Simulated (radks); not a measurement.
Polarisability of the indium ion In+, [Kr] 4d10 5s2, at imaginary frequency. Calculated with a radial shooting solver on a logarithmic mesh with Libxc functionals: non-relativistic Kohn-Sham, LDA (Slater exchange, Perdew-Wang correlation), spin-polarised, spherical densities, point nucleus; relativity is left out, which matters for an element this heavy. Response by self-consistent Sternheimer equations with the Hartree and adiabatic LDA kernel.

| w (hartree) | alpha1(iw) (bohr^3) | alpha2(iw) (bohr^5) |
|---|---|---|
| 0.00266 | 26.33 | 149.1 |
| 0.0143 | 26.27 | 148.9 |
| 0.0360 | 25.93 | 148.2 |
| 0.0697 | 24.92 | 145.7 |
| 0.118 | 22.69 | 139.9 |
| 0.186 | 19.06 | 128.3 |
| 0.280 | 14.60 | 109.4 |
| 0.413 | 10.39 | 84.21 |
| 0.605 | 7.113 | 57.65 |
| 0.892 | 4.777 | 35.21 |
| 1.35 | 3.102 | 19.43 |
| 2.12 | 1.846 | 9.689 |
| 3.59 | 0.9139 | 4.183 |
| 6.94 | 0.3295 | 1.367 |
| 17.5 | 0.07314 | 0.2462 |

Static values: alpha1 = 26.33 bohr^3 (3.902 angstrom^3; uncoupled 51.27), alpha2 = 149.1 bohr^5, alpha3 = 1544 bohr^7. C6 = 181.4, C8 = 5983, triple-dipole C9 = 3261 atomic units. One-pole (London) frequency 4 C6 / (3 alpha1^2) = 0.349 hartree, against 0.536 for minus the highest occupied eigenvalue. The dipole shielding factor is 0.979, as the force sum rule N/Z = 0.980 demands.
